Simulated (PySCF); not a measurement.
Compound: C₆H₅P.
Numbering: `[CH:1]#[C:2][c:3]1[cH:4][cH:5][pH:6][cH:7]1` (hydrogens: H8 on C1; H9 on C4; H10 on C5; H11 on P6; H12 on C7)

Method: CAM-B3LYP/def2-SV(P) geometry optimisation, gas phase in PySCF.

Task: What internal coordinates does the optimisation give?

Result: 
| bond | length (pm) |
| --- | --- |
| C1≡C2 | 120.8 |
| C2–C3 | 143.2 |
| C3–C4 | 146.9 |
| C4–C5 | 134.9 |
| C5–P6 | 180.9 |
| P6–C7 | 180.5 |
| C3–C7 | 136.0 |
| C1–H8 | 107.5 |
| C4–H9 | 109.3 |
| C5–H10 | 109.2 |
| P6–H11 | 142.7 |
| C7–H12 | 109.1 |

A selection of angles:
| angle | degrees |
| --- | --- |
| C2–C1–H8 | 179.7 |
| C1–C2–C3 | 179.1 |
| C2–C3–C4 | 121.9 |
| C2–C3–C7 | 124.7 |
| C4–C3–C7 | 113.4 |
| C3–C4–C5 | 114.2 |
| C3–C4–H9 | 121.2 |
| C5–C4–H9 | 124.6 |
| C4–C5–P6 | 110.5 |
| C4–C5–H10 | 124.5 |
| P6–C5–H10 | 124.5 |
| C5–P6–C7 | 90.2 |
| C5–P6–H11 | 101.1 |
| C7–P6–H11 | 100.8 |
| P6–C7–H12 | 125.0 |
| C3–C7–P6 | 110.7 |
| C3–C7–H12 | 123.9 |

The C–C distances run from 1.208 Å (C1≡C2, drawn triple) to 1.469 Å (C3–C4, drawn aromatic), a spread of 0.261 Å. P6 (ring phosphorus) is pyramidal (angles 101.1°, 100.8° and 90.2°, sum 292.2°, 0.81 Å off the plane of its three neighbours). The 5-membered ring C3–C4–C5–P6–C7 has internal angles of 90.2° to 114.2° (sum 539°, against 540° for a flat polygon); it is slightly puckered (a soft mode that the optimisation may not have finished), 0.05 Å rms from its mean plane, widest ring torsion 9°.

No frequency check.
